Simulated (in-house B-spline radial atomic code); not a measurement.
A run on Tc⁻ that did not converge. Method: scalar-relativistic (X2C) B3LYP, spin-polarised, spherical fractional occupations, exact exchange averaged over the configuration, Fermi nucleus of rms radius 4.41117 fm; computed with an all-electron radial atomic-structure program (B-spline basis).

Command:
```bash
python run_scf.py task.json out
```
Settings (nuclear radius in fm, mass in u):
```
Z                43
configuration    [Kr] 4d6 5s2
hamiltonian      x2c
method           b3lyp
spin_polarised   True
nucleus          fermi
rms_radius       4.41117
atomic_mass      96.90636
speed_of_light   137.035999084
exact_exchange   averaged over the configuration
```

First and last ten iterations of the last attempt (damped for 15 steps, keeping 80 % of the old Fock matrix, then DIIS):
```
 iter        energy (Eh)    residual
    1       -4278.601780    4.26e-01
    2       -4280.141173    3.24e-01
    3       -4282.659237    2.11e-01
    4       -4284.019525    1.43e-01
    5       -4284.731245    9.73e-02
    6       -4285.089981    6.87e-02
    7       -4285.263526    4.87e-02
    8       -4285.344324    3.29e-02
    9       -4285.381157    2.19e-02
   10       -4285.398216    1.60e-02
  111       -4285.409540    7.51e-03
  112       -4284.999598    3.82e-02
  113       -4284.996588    3.93e-02
  114       -4284.997366    3.91e-02
  115       -4284.993061    4.03e-02
  116       -4284.994104    3.99e-02
  117       -4284.998538    3.84e-02
  118       -4285.013771    3.47e-02
  119       -4285.020483    3.45e-02
  120       -4284.904441    6.09e-02
 not converged after 120 iterations
```

The smallest residual met was 5.0e-03; the threshold is about 4e-07. No energy from this run should be used. Time taken, with all properties: 4.6 s on 1 thread of Intel(R) Xeon(R) Platinum 8488C, on a shared host.
